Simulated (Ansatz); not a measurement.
CH2N, charge +1, singlet, at a GFN2-xTB geometry. Base run: R2SCAN/def2-SVP (Ansatz, a program for electronic structure).

Input for Ansatz:
Ansatz 0.2 input:
```yaml
crystal:
  periodic: [false, false, false]
  atoms:
    - {symbol: C, position_ang: [-0.00000000, -0.00000000, -0.60033760]}
    - {symbol: N, position_ang: [0.00000000, 0.00000000, 0.53266898]}
    - {symbol: H, position_ang: [-0.00000000, -0.00000000, -1.67489223]}
    - {symbol: H, position_ang: [0.00000000, 0.00000000, 1.54823496]}
basis:
  gaussian:
    orbitals: def2-SVP
hamiltonian:
  xc: r2scan
total_charge: 1
```

Each row names what was changed in the base input (with any setting that the change needs).

| change | basis functions | E (Eh) |
|---|---|---|
| base | 38 | -93.57464 |
| basis = STO-3G | 12 | -92.46334 |
| basis = 6-31G | 22 | -93.61789 |
| basis = def2-SV(P) | 32 | -93.56455 |
| basis = 6-31G* | 34 | -93.64078 |
| basis = 6-31G** | 40 | -93.64729 |
| basis = 6-31+G* | 42 | -93.64129 |
| basis = 6-311+G(2d,p) | 66 | -93.67433 |
| basis = def2-TZVP | 74 | -93.68466 |
| basis = cc-pVTZ | 88 | -93.68321 |
| basis = def2-TZVPD | 92 | -93.68483 |
| basis = cc-pVQZ | 170 | -93.68950 |
| basis = def2-QZVP | 174 | -93.69072 |

Totals compare only among sets that treat the same electrons; sets with core potentials leave the core out.
